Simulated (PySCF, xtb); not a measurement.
Zn(I)(Me) (CH3IZn), SMILES [CH3][Zn][I].

xtb with GFN2-xTB at its own geometry gives an orbital gap of 5.20 eV and a dipole moment of 6.31 D.

Coordinates come from a PBE0-D3(BJ)/def2-SVP optimisation. The def2 effective core potentials stand for the cores of I; spin–orbit coupling is left out.

Task: What does HF/def2-TZVPD run with PySCF give? (An estimate is asked for; the answer gives what the named calculation found.)

Result: gap 11.07 eV (levels -9.96 and 1.11 eV), dipole 2.18 D.
